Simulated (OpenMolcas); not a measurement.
## Ne²⁺: effect of the active space

* Program: OpenMolcas 26.06
* Method: SS-CASPT2 or its RAS form, IPEA 0.25 Eh, imaginary shift 0.1 Eh
* Basis: ANO-RCC-VQZP
* Scalar Hamiltonian: DKH2, point nucleus
* Spin-orbit coupling: RASSI with atomic mean-field integrals over the reference wave functions, term energies averaged over their components

A. 4 electrons in 3 orbitals (2p); 2S+1 = 3 even, 3 roots; 2S+1 = 1 even, 6 roots; closed shells correlated: 1s 2s; CASPT2 step about 1 core-seconds
B. 6 electrons in 4 orbitals (2s 2p); 2S+1 = 3 even, 3 roots; 2S+1 = 1 even, 6 roots; 2S+1 = 3 odd, 3 roots; 2S+1 = 1 odd, 3 roots; closed shells correlated: 1s; CASPT2 step roughly 2.1 core-seconds
C. 6 electrons in 8 orbitals (2s 2p 3s 3p); 2S+1 = 3 even, 3 roots; 2S+1 = 1 even, 6 roots; 2S+1 = 3 odd, 3 roots; 2S+1 = 1 odd, 3 roots; closed shells correlated: 1s; CASPT2 step about 7 core-seconds
D. 4 electrons in 9 orbitals (RAS2 2p; RAS3 3s 3d, at most 1 electron); 2S+1 = 3 even, 3 roots; 2S+1 = 1 even, 6 roots; 2S+1 = 5 odd, 1 root; 2S+1 = 3 odd, 1 root (0 in the spin-orbit step); closed shells correlated: 1s 2s; CASPT2 step roughly 4 core-seconds
E. 6 electrons in 9 orbitals (RAS2 2s 2p; RAS3 3d, at most 2 electrons); 2S+1 = 3 even, 3 roots; 2S+1 = 1 even, 6 roots; 2S+1 = 3 odd, 3 roots; 2S+1 = 1 odd, 3 roots; closed shells correlated: 1s; CASPT2 step of the order of 11 core-seconds

Energies in cm-1 above 2s2 2p4 3P2, the measured ground level; measured values from Moore, Atomic Energy Levels, vol. I, NSRDS-NBS 35 (1971 reprint of NBS Circular 467, 1949).

```
      Level      A      B      C      D      E  Measured
2s2 2p4 3P2    0.0    0.0    0.0    0.0    0.0       0.0
2s2 2p4 3P1    604    604    586    604    600       650
2s2 2p4 3P0    890    889    862    890    884       927
2s2 2p4 1D2  25840  25880  26140  25920  25900     25841
2s2 2p4 1S0  57990  55270  55700  61010  55690     55747
```

Deviations, from unrounded energies. A percentage is the sum of absolute deviations over the sum of measured energies, with the sign that they share, or ± where signs differ.

| Against measurement | Levels | A | B | C | D | E |
| --- | --- | --- | --- | --- | --- | --- |
| mean absolute deviation (cm-1) | 4 | 580 | 150 | 120 | 1400 | 52 |
| fine structure of the ground term (%) | 2 | -5.3 | -5.3 | -8.2 | -5.3 | -5.9 |
| other terms of the ground configuration (%) | 2 | ±2.7 | ±0.6 | ±0.4 | +6.5 | ±0.1 |

E lies closest to measurement on these levels and D furthest from it. The largest miss of E in the table is 2s2 2p4 1D2, by +57 cm-1. The ranking rests on the paired levels alone, and a cruder setting can come out closer through cancelling errors.

Among A to E the level of the table that moves most is 2s2 2p4 1S0, by 5700 cm-1 (lowest in B, highest in D). Moves below CASPT2's spread within the term are not significant.

CASPT2 breaks the degeneracy within a term, and the mean is taken; among the terms shown or strongly mixed into the levels shown the widest spread is 69 cm-1 (2s2 2p4 1D, A). With the s shell closed, the reference lacks s² → p² mixing (holds for A; D). Active for correlation alone: 3p 3s; no level in the range computed is led by a configuration that fills them, so any true level of that kind is missing (holds for C). Active for correlation alone: 3d; no level in the range computed is led by a configuration that fills it, so any true level of that kind is missing (holds for E). Measured partners are found by configuration, term and J. A level has none where our copy of the source lacks it or the pairing is in doubt (some pairs that miss far off the trend of their configuration count as doubtful), and it then counts in no deviation. Levels of configurations outside the active space are missing. Levels that lie high or do not pair safely by name in every column are left out.
